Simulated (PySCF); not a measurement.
A structure optimised at PBE-D3(BJ)/def2-SVP, used in a PySCF frequency run:

```xyz
11

C      2.4801    -0.5560     0.7263
C      1.4386    -0.7688     0.1210
C      0.2251    -1.0246    -0.6058
C     -1.0974    -1.2455     0.1327
C     -0.9003     0.0072    -0.6621
Cl    -0.7273     1.5605     0.1561
H      3.3975    -0.3624     1.2634
H      0.3629    -1.5952    -1.5416
H     -1.7895    -2.0107    -0.2519
H     -1.0597    -1.1494     1.2280
H     -1.4234     0.1156    -1.6246
```
Charge 0, spin multiplicity 1.

Problem. Write its SMILES and formula.

Solution. C#C[C@H]1C[C@H]1Cl, C5H5Cl

Problem. What are its rotational constants (standard atomic weights)?

Solution. 4.3160, 2.2886, 1.6516 GHz
